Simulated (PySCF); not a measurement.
C6H8FNSi (charge -1 and doublet state).
Atom-mapped SMILES: `[CH2-:1][CH:2][c:3]1[cH:4][cH:5][cH:6][n:7]1[SiH2:8][F:9]` (hydrogens: H10, H11 on C1; H12 on C2; H13 on C4; H14 on C5; H15 on C6; H16, H17 on Si8)

Structure used (GFN2-xTB), in Å, numbered top down from 1:
```xyz
17
C6H8FNSi angstrom
C     -2.2264   -1.7221   -0.1941
C     -0.9317   -1.2792   -0.1720
C     -0.5013    0.0487   -0.0340
C     -1.2406    1.2454   -0.0336
C     -0.3408    2.3068    0.0517
C      0.9275    1.7892    0.1111
N      0.8627    0.3926    0.0783
Si     2.1844   -0.6695    0.2475
F      2.6044   -1.5676   -1.0821
H     -3.0592   -1.0512   -0.0689
H     -2.4611   -2.7651   -0.3392
H     -0.1491   -2.0262   -0.2716
H     -2.3106    1.3159   -0.1097
H     -0.5870    3.3583    0.0603
H      1.8793    2.2818    0.1917
H      3.3964    0.1365    0.3801
H      1.9462   -1.7823    1.1745
```

The hyperfine couplings belong to this conformer and change with its torsions.

Method: PySCF, UKS B3LYP, pcH-1 on C F H N Si, non-relativistic, mean-field spin-orbit, GIAO. Whether the extra electron is bound in the gas phase wasn't checked; a finite basis holds it in any case. The geometry wasn't refined by DFT: couplings that depend on bond lengths, twists or pyramidal angles can differ widely from those at the functional's own minimum, by a factor of two or more for some ions and for spin on atoms past the first row. The SCF solution wasn't tested for stability.

Break the g tensor into its mass correction, gauge correction and orbital-Zeeman/spin–orbit terms.

```csv
Δg (ppm),1,2,3
relativistic mass correction,-148,-148,-148
gauge correction,22,20,30
orbital Zeeman/spin–orbit,-180,446,1211
total,-306,318,1093
```

So g = 2.00201, 2.00264, 2.00341 and g_iso = 2.00269; the tensor is rhombic: the two nearest values differ by 45 % of g3 − g1. Axes: g3 points within 4° of the C1–H10 bond.

What effective moment and Curie constant follow for a powder?

With the mean of g² = 4.0108 and S(S+1) = 0.75: μ_eff = √(⟨g²⟩S(S+1)) = 1.734 μB and χT = 0.12505·⟨g²⟩·S(S+1) = 0.376 cm³ K/mol (cgs; spin-Hamiltonian part alone).

At 9.407 GHz, how far is the centre of the isotropic spectrum from where a free electron (g = 2.002319) resonates?

B = hν/(g μB) with μB/h = 13.99624 MHz/mT gives 335.67 mT for the free electron and 335.60 mT at g_iso, 0.06 mT lower.

In a frozen sample, at which fields do the three g values resonate at 9.5, 34, 94 and 263 GHz (hyperfine left aside), and which band first spreads them over more than twice a line width of 0.5 mT?

```
band    GHz  B(g3) mT  B(g2) mT  B(g1) mT  spread mT
   X    9.5    338.80    338.93    339.04       0.24
   Q   34.0   1212.54   1213.01   1213.39       0.85
   W   94.0   3352.32   3353.62   3354.67       2.34
   J  263.0   9379.37   9383.00   9385.93       6.55
```

The spread grows in proportion to the frequency. W band is the first where it exceeds 1.0 mT.

Largest spin populations (Mulliken): C1 (+0.41), C6 (+0.21), C4 (+0.20) and Si8 (+0.14). Three atoms exceed +0.15.

The HOMO–LUMO gaps are 2.00 eV among the α and 4.12 eV among the β orbitals.

The SMILES draws the unpaired electron on C2; the largest computed Mulliken spin population is on C1 (0.41 against 0.04).
